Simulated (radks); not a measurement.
Values are calculated unless marked as measured or tabulated.
Tm2+, configuration [Kr] 4d10 4f13 5s1 5p6 6p1 (not the ground configuration).

Level of theory: Dirac Kohn-Sham, BLYP, spin-unpolarised, spherical densities, finite nucleus; open shells are shared between the two j in proportion to 2j + 1; Fermi nuclear charge, rms radius 5.2256 fm (a radial shooting solver on a logarithmic mesh with Libxc functionals).

Energy parts (eV):
total: -369495.11
kinetic: 409039.38
electron-nucleus: -914312.41
Hartree: 143589.11
exchange-correlation: -7811.19

Orbitals (lengths in bohr, moments of r in powers of bohr; <r^-3> diverges for s and p1/2; r(max) is where P^2 peaks):
| orbital | occ. | eigenvalue (eV) | <r^-3> | r(max) | <r^4> |
|---|---|---|---|---|---|
| 1s1/2 | 2 | -59232.62 | - | 0.01261 | 8.081e-07 |
| 2s1/2 | 2 | -10006.73 | - | 0.07207 | 0.0001243 |
| 2p1/2 | 2 | -9540.889 | - | 0.05402 | 0.00007585 |
| 2p3/2 | 4 | -8560.336 | 12820 | 0.06034 | 0.0001046 |
| 3s1/2 | 2 | -2265.526 | - | 0.2035 | 0.004694 |
| 3p1/2 | 2 | -2060.176 | - | 0.1911 | 0.004199 |
| 3p3/2 | 4 | -1853.129 | 2814 | 0.2043 | 0.005334 |
| 3d3/2 | 4 | -1502.159 | 480.6 | 0.1610 | 0.003725 |
| 3d5/2 | 6 | -1456.897 | 418.2 | 0.1647 | 0.004010 |
| 4s1/2 | 2 | -463.9033 | - | 0.4648 | 0.1145 |
| 4p1/2 | 2 | -381.3002 | - | 0.4665 | 0.1281 |
| 4p3/2 | 4 | -334.6041 | 634.6 | 0.4946 | 0.1636 |
| 4d3/2 | 4 | -198.5891 | 92.92 | 0.4964 | 0.2263 |
| 4d5/2 | 6 | -190.1022 | 79.35 | 0.5055 | 0.2451 |
| 5s1/2 | 1 | -75.1970 | - | 1.088 | 4.108 |
| 5p1/2 | 2 | -52.4145 | - | 1.182 | 6.766 |
| 5p3/2 | 4 | -46.3083 | 81.62 | 1.266 | 9.050 |
| 4f5/2 | 5.57143 | -25.8719 | 11.96 | 0.4934 | 1.784 |
| 4f7/2 | 7.42857 | -24.6520 | 11.40 | 0.4989 | 1.984 |
| 5d3/2 | 0 | -18.2014 | 5.432 | 1.718 | 52.20 |
| 6s1/2 | 0 | -18.0552 | - | 2.789 | 166.5 |
| 5d5/2 | 0 | -17.7191 | 4.562 | 1.761 | 57.15 |
| 6p1/2 | 0.333333 | -13.3761 | - | 3.296 | 329.1 |
| 6p3/2 | 0.666667 | -12.5624 | 11.23 | 3.506 | 405.4 |

The highest occupied level is 6p3/2 at -12.562 eV. The configuration is held as typed, so some empty levels lie below it. Summed over all electrons, <r^2> = 49.38 bohr^2, which gives a Langevin (diamagnetic) susceptibility term of -39.1 x 10^-6 cm^3/mol. The electron density at the nucleus is 9.495e+05 e/bohr^3. The density falls to 0.001 e/bohr^3 at r = 4.47 bohr.
